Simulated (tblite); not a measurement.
Species: C5H12NPSi2.
Atom-mapped SMILES: `[CH3:1]/[N:2]=[CH:3]\[C:4]#[C:5][SiH2:6][PH:7][SiH2:8][CH3:9]` (hydrogens: H10, H11, H12 on C1; H13 on C3; H14, H15 on Si6; H16 on P7; H17, H18 on Si8; H19, H20, H21 on C9)

Computed with GFN2-xTB (tblite), gas phase: L-BFGS steps from a force-field or distance-geometry start until the largest atomic force falls under 0.01 eV/Å.

Step 8: E = -697.3841 eV
```
atom  x, y, z in Å  |  force x, y, z in eV/Å
C1     -3.9281    0.0325   -1.3089    0.153   0.057   0.033
N2     -4.7022    0.0577   -0.1074    0.193   0.008   0.059
C3     -4.1312    0.1532    1.0173   -0.064  -0.029  -0.001
C4     -2.7383    0.2549    1.2819    0.018   0.040  -0.149
C5     -1.5376    0.3642    1.4046    0.012   0.031   0.031
Si6     0.2969    0.4740    1.6161    0.000  -0.024   0.037
P7      1.1948   -0.3005   -0.2902    0.006   0.198   0.004
Si8     3.3827   -0.1644    0.2133    0.074  -0.050  -0.125
C9      4.4408   -0.1620   -1.3709   -0.087   0.022  -0.052
H10    -2.8493    0.1516   -1.1358   -0.033  -0.088  -0.057
H11    -4.2688    0.8435   -1.9536   -0.109  -0.053  -0.035
H12    -4.1191   -0.9172   -1.8133   -0.019   0.081  -0.015
H13    -4.7709    0.1577    1.8909   -0.090   0.007   0.100
H14     0.6905   -0.4783    2.6587    0.016  -0.013   0.016
H15     0.6330    1.8450    2.0521   -0.020  -0.118  -0.158
H16     1.0159    0.8454   -1.0646    0.167  -0.123   0.213
H17     3.7733    0.9378    1.1120   -0.065   0.013  -0.108
H18     3.6432   -1.4207    0.9227   -0.038  -0.029   0.067
H19     4.1110   -0.9414   -2.0527   -0.004  -0.077   0.048
H20     5.4933   -0.3331   -1.1551   -0.125   0.029   0.056
H21     4.3611    0.7717   -1.9176    0.015   0.120   0.036
```

Step 9: E = -697.3944 eV
```
atom  x, y, z in Å  |  force x, y, z in eV/Å
C1     -3.9257    0.0335   -1.3126    0.128   0.041   0.101
N2     -4.6946    0.0569   -0.1054    0.120   0.012   0.064
C3     -4.1291    0.1521    1.0234   -0.108  -0.012  -0.146
C4     -2.7360    0.2570    1.2783    0.154   0.049  -0.030
C5     -1.5351    0.3687    1.4086   -0.156   0.000  -0.011
Si6     0.2986    0.4707    1.6137   -0.019  -0.028   0.034
P7      1.1936   -0.3082   -0.2881    0.019   0.170  -0.001
Si8     3.3781   -0.1650    0.2127    0.137  -0.058  -0.194
C9      4.4381   -0.1596   -1.3757   -0.127   0.007   0.067
H10    -2.8455    0.1499   -1.1383   -0.078  -0.075  -0.106
H11    -4.2739    0.8449   -1.9575   -0.053  -0.113   0.038
H12    -4.1220   -0.9181   -1.8157    0.006   0.135   0.016
H13    -4.7761    0.1585    1.8949   -0.004  -0.002   0.030
H14     0.6902   -0.4774    2.6560    0.032  -0.051   0.064
H15     0.6292    1.8404    2.0441    0.012  -0.055  -0.139
H16     1.0325    0.8452   -1.0460    0.124  -0.069   0.138
H17     3.7723    0.9394    1.1048   -0.067   0.028  -0.087
H18     3.6373   -1.4190    0.9240   -0.017  -0.049   0.078
H19     4.1098   -0.9436   -2.0531    0.006  -0.040   0.028
H20     5.4885   -0.3315   -1.1499   -0.120   0.032   0.029
H21     4.3610    0.7768   -1.9188    0.010   0.077   0.027
```

Step 10: E = -697.4019 eV
```
atom  x, y, z in Å  |  force x, y, z in eV/Å
C1     -3.9223    0.0350   -1.3139    0.050   0.015   0.109
N2     -4.6874    0.0564   -0.1041    0.000   0.008   0.029
C3     -4.1283    0.1511    1.0274   -0.074   0.015  -0.163
C4     -2.7339    0.2594    1.2745    0.143   0.042   0.060
C5     -1.5339    0.3722    1.4118   -0.184  -0.016  -0.033
Si6     0.2993    0.4675    1.6125   -0.034  -0.050   0.036
P7      1.1933   -0.3112   -0.2860    0.043   0.072   0.022
Si8     3.3768   -0.1667    0.2093    0.122  -0.064  -0.148
C9      4.4341   -0.1574   -1.3790   -0.111   0.002   0.093
H10    -2.8430    0.1472   -1.1420   -0.040  -0.045  -0.122
H11    -4.2789    0.8439   -1.9597   -0.006  -0.121   0.081
H12    -4.1241   -0.9160   -1.8171    0.020   0.133   0.029
H13    -4.7801    0.1590    1.8985    0.068  -0.011  -0.039
H14     0.6907   -0.4776    2.6552    0.039  -0.070   0.089
H15     0.6266    1.8357    2.0353    0.039   0.011  -0.113
H16     1.0473    0.8443   -1.0297    0.083   0.036   0.046
H17     3.7701    0.9409    1.0973   -0.066   0.029  -0.079
H18     3.6325   -1.4185    0.9264   -0.002  -0.043   0.069
H19     4.1090   -0.9460   -2.0527    0.008  -0.001   0.004
H20     5.4823   -0.3297   -1.1454   -0.094   0.031   0.011
H21     4.3612    0.7820   -1.9190   -0.003   0.026   0.020
```

Problem. Estimate the geometry and energy of step 11. (The exact step hangs on the optimiser's Hessian estimate; all steps are aligned on step 10, rigid shifts and turns removed.)

Solution. E = -697.4073 eV, largest force 0.134 eV/Å
```
atom  x, y, z in Å  |  force x, y, z in eV/Å
C1     -3.9194    0.0361   -1.3132   -0.027  -0.009   0.074
N2     -4.6826    0.0561   -0.1036   -0.097   0.002  -0.015
C3     -4.1281    0.1509    1.0286   -0.013   0.038  -0.094
C4     -2.7325    0.2618    1.2726    0.036   0.027   0.091
C5     -1.5341    0.3749    1.4139   -0.104  -0.020  -0.034
Si6     0.2993    0.4641    1.6122   -0.037  -0.066   0.048
P7      1.1938   -0.3129   -0.2842    0.059  -0.011   0.041
Si8     3.3775   -0.1691    0.2048    0.056  -0.063  -0.030
C9      4.4294   -0.1556   -1.3805   -0.057   0.001   0.046
H10    -2.8415    0.1445   -1.1472    0.028  -0.014  -0.105
H11    -4.2826    0.8409   -1.9597    0.016  -0.081   0.085
H12    -4.1254   -0.9121   -1.8177    0.020   0.079   0.023
H13    -4.7816    0.1592    1.9001    0.101  -0.015  -0.077
H14     0.6917   -0.4791    2.6561    0.037  -0.069   0.091
H15     0.6253    1.8326    2.0265    0.055   0.049  -0.093
H16     1.0604    0.8446   -1.0161    0.051   0.121  -0.025
H17     3.7673    0.9427    1.0901   -0.063   0.020  -0.080
H18     3.6286   -1.4187    0.9294    0.011  -0.028   0.052
H19     4.1086   -0.9475   -2.0523    0.003   0.024  -0.018
H20     5.4757   -0.3276   -1.1417   -0.055   0.026   0.003
H21     4.3612    0.7860   -1.9187   -0.021  -0.012   0.016
```

The energy changes by -0.0055 eV. The first-order estimate −F·Δx gives -0.0076 eV and the mean of the old and new forces, exact on a quadratic surface, -0.0055 eV. The step makes an angle of 62° with the force vector and moves no atom by more than 0.019 Å.

The cost below is that of the whole relaxation. Hardware: one thread, Arm Neoverse N1 (aarch64), no GPU, shared host. Cost: 1.4 s of wall time.
